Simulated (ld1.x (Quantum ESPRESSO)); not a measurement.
## What the settings do to the TM potential of rhodium

Base potential:

ld1.x (Quantum ESPRESSO) 7.5 input, shortened:

```
&input
   title='Rh', zed=45., rel=1, dft='PBE', iswitch=3,
   config='[Kr] 4d7.5 5s0 5p0'
 /
 &inputp
   pseudotype=2, tm=.true., lloc=-2, rcloc=2.50,
   nlcc=.false.
 /
3
5S  1  0   0.00   0.00  1.80  1.80  0.0
5P  2  1   0.00   0.00  2.50  2.50  0.0
4D  3  2   7.50   0.00  1.20  1.20  0.0
 &test
   configts(1)='4d7.5 5s0 5p0'
 /
```

All-electron outer shells of the reference configuration (PBE, scalar-relativistic, ld1.x):

```csv
shell,level (eV),outermost node (bohr),outermost maximum (bohr)
4p,-64.45,0.47,0.94
4d,-19.44,0.46,1.14
5s,-15.07,1.18,2.41
5p,-9.81,1.33,2.98
```

Cutoffs, loose and tight: the cutoffs (Ry, on a coarse ladder) from which the occupation-weighted sum of valence levels, in a spherical-Bessel basis at the reference potential, stays within 10 and 1 mRy of its value at 400 Ry. They do not see the model core or the augmentation charge, which bear on the density cutoff. Test errors are all-electron minus pseudo excitation energies from the reference, over the configurations 4d8 5s1 5p0; 4d8 5s0 5p0; 4d7 5s0 5p0; 4d8 5s0 5p1; 4d7 5s2 5p0; 4d6 5s0 5p0; 4d9 5s0 5p0. A dash means not determined; rows that change the core or the reference have their own tests.

A true bound ghost makes a file unfit for plane-wave use even where its test errors are small: the radial tests pick states by their node count and pass the ghost by.

```csv
change,outcome,"cutoff, loose","cutoff, tight",bound ghosts,largest test error (meV)
base,generated,70 Ry,90 Ry,none,-242
reference 4d8 5s1 5p0,generated,70 Ry,90 Ry,none,-293
local potential the s channel,generated,70 Ry,90 Ry,none,-291
wave 5s (bound): rc 1.80 bohr becomes 5s (bound): rc 2.72 bohr,generated,70 Ry,90 Ry,none,-242
wave 5p (bound): rc 2.50 bohr becomes 5p (bound): rc 1.82 bohr,generated,70 Ry,90 Ry,p,-242
core correction a·sin(br)/r model core inside 0.98 bohr,generated,70 Ry,90 Ry,none,-396
wave 4d (bound): rc 1.20 bohr becomes 4d (bound): rc 1.30 bohr,generated,70 Ry,80 Ry,none,-242
"core [Ar] 3d10 4s2, valence charge 15; reference 4p6 4d7 5s0 5p0; waves now 4p (bound): rc 1.35 bohr; 4d (bound): rc 1.80 bohr; 5s (bound): rc 2.45 bohr; local potential the s channel; core correction a·sin(br)/r model core inside 1.00 bohr",generated,70 Ry,120 Ry,none,-616
local potential all-electron potential smoothed inside 2.08 bohr (lloc = -2),generated,70 Ry,90 Ry,none,-171
wave 4d (bound): rc 1.20 bohr becomes 4d (bound): rc 1.54 bohr,generated,60 Ry,70 Ry,none,-241
reference 4d9 5s0 5p0,generated,70 Ry,90 Ry,none,-1391
```
